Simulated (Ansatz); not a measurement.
**Question.** Name a neutral molecule of C, N, O, Si and H with size of the dipole moment (PBE/def2-TZVPP) between 3.85 and 4.15 D and HOMO–LUMO gap (PBE0/def2-TZVPP) between 6.80 and 7.10 eV (Ansatz, PBE0-D4/def2-TZVP geometry).

**Answer.** `N=C1O[SiH]1N` (3.87 D, 6.96 eV); `C[SiH](O)C(N)=O` (3.92 D, 6.98 eV). Other molecules can fit too; these were computed, each in one conformer that needn't be the lowest.
